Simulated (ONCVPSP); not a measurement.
## Transferability test, ONCV potential for zirconium

zirconium, optimised norm-conserving Vanderbilt (ONCV), made with ONCVPSP 4.0.1 (PBE, scalar-relativistic). Core [Ar] 3d10, reference 4s2 4p6 4d2 5s2. Waves: 4s+5s: rc 2.25 bohr, ncon 3, nbas 6, qcut 6.8 1/bohr, 2 projectors; 4p: rc 2.20 bohr, ncon 4, nbas 7, qcut 6.7 1/bohr, 2 projectors, debl 1.5 Ha; 4d: rc 2.20 bohr, ncon 4, nbas 9, qcut 7.2 1/bohr, local. Local part: the d channel. Core correction: polynomial model core, fcfact 0.65.

Energies are relative to the spin-unpolarised reference configuration 4s2 4p6 4d2 5s2; without spin polarisation the order of configurations can differ from experiment.

**Question.** Give the all-electron excitation energy and the error of the potential for: 4s2 4p6 4d2 5s1; 4s2 4p6 4d2 5s0; 4s2 4p6 4d1 5s0; 4s2 4p6 4d2 5s0 5p2.

**Answer.**

| valence configuration | charge | ΔE all-electron (eV) | error AE − PS (meV) |
| --- | --- | --- | --- |
| 4s2 4p6 4d2 5s1 | +1 | 7.137 | -2.0 |
| 4s2 4p6 4d2 5s0 | +2 | 20.078 | -8.9 |
| 4s2 4p6 4d1 5s0 | +3 | 42.704 | +0.6 |
| 4s2 4p6 4d2 5s0 5p2 | 0 | 6.214 | -3.5 |
